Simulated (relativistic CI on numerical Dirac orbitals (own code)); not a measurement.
## Pm4+: 4s photoemission

Computed with this model: Dirac-Coulomb-Breit CI, orbitals from a KLI potential per configuration, model QED, valence Slater integrals scaled by 0.7, multiplet model of photoemission in the sudden approximation; configurations [Xe] 4f3 → [Ar] 3d10 4s 4p6 4d10 4f3 5s2 5p6; 80 K; Lorentzian 3 eV and Gaussian 0.7 eV FWHM. Energies are those of the free ion, without screening or charge transfer. The energies are binding energies and can lie tens of eV above those of solids. Without intra-shell correlation the exchange splitting of an s hole comes out too large, often by half or more. S is read from ⟨S²⟩ = S(S + 1).

free ion: ground-state S = 1.46, centroid 402.61 eV. Peaks (eV, height): 400.8 (100), 405.6 (60).

Strongest unbroadened transitions for free ion:

| Energy (eV) | Relative strength |
| --- | --- |
| 400.84 | 100.0 |
| 401.06 | 43.1 |
| 403.06 | 0.1 |
| 403.56 | 0.1 |
| 403.68 | 1.5 |
| 403.87 | 0.6 |
| 404.08 | 3.1 |
| 404.70 | 0.0 |
| 404.90 | 0.0 |
| 405.71 | 72.1 |
| 406.07 | 0.1 |
| 406.62 | 2.4 |
| 406.86 | 0.6 |
| 406.95 | 0.0 |
